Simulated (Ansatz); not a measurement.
Geometry optimisation, RKS PBE-D4/def2-SVP in Ansatz 0.2.0.

Input:

```yaml
crystal:
  periodic: [false, false, false]
  atoms:
    - { symbol: W, position_ang: [0.31274, 0.272086, -0.368838] }
    - { symbol: O, position_ang: [-0.159824, -0.316924, 2.683648] }
    - { symbol: H, position_ang: [-1.040714, -0.089501, 3.038796] }
    - { symbol: F, position_ang: [1.996726, 0.103028, -1.152914] }
    - { symbol: F, position_ang: [0.115716, 1.939559, -1.190396] }
    - { symbol: F, position_ang: [-1.405525, 0.473518, 0.325641] }
    - { symbol: F, position_ang: [0.493228, -1.463974, 0.254745] }
    - { symbol: F, position_ang: [-0.419742, -0.431084, -1.932587] }
    - { symbol: F, position_ang: [1.160423, 1.173468, 1.021284] }
    - { symbol: H, position_ang: [0.374871, 0.493425, 2.874022] }
basis:
  gaussian: { orbitals: def2-SVP }
hamiltonian:
  xc: pbe
  dispersion: d4
relax:
  f_tol: 0.03
  max_steps: 50
```

Command:

```bash
$ ansatz run input.yaml --threads 4 --pin off --max-ram 5120MiB --backend cpu --events-out ev --progress --plain --runs-dir out
```

Where does it end, and by what steps?

It converged. After 8 steps the energy has fallen by 0.069 eV; H10 moved furthest, 0.35 Å.

```csv
step,energy less start (eV),largest force component (eV/Å),accepted
0,0.0000,0.550,yes
1,-0.0352,0.414,yes
2,-0.0487,0.400,yes
3,-0.0540,0.679,yes
4,-0.0653,0.144,yes
5,-0.0668,0.106,yes
6,-0.0680,0.066,yes
7,-0.0684,0.052,yes
8,-0.0686,0.002,yes
```

```xyz
10
Properties=species:S:1:pos:R:3
W 0.358 0.280 -0.490
O -0.254 -0.358 2.993
H -1.140 0.042 2.915
F 1.983 0.168 -1.392
F 0.096 1.968 -1.241
F -1.285 0.440 0.374
F 0.636 -1.416 0.203
F -0.500 -0.471 -1.962
F 1.227 1.088 0.948
H 0.306 0.412 3.206
```

Whether the end is a true minimum wasn't checked by a vibrational analysis.

The run took 12 s on 4 threads of Intel(R) Xeon(R) Platinum 8488C (Sapphire Rapids) (shared host), peak memory 0.22 GiB.
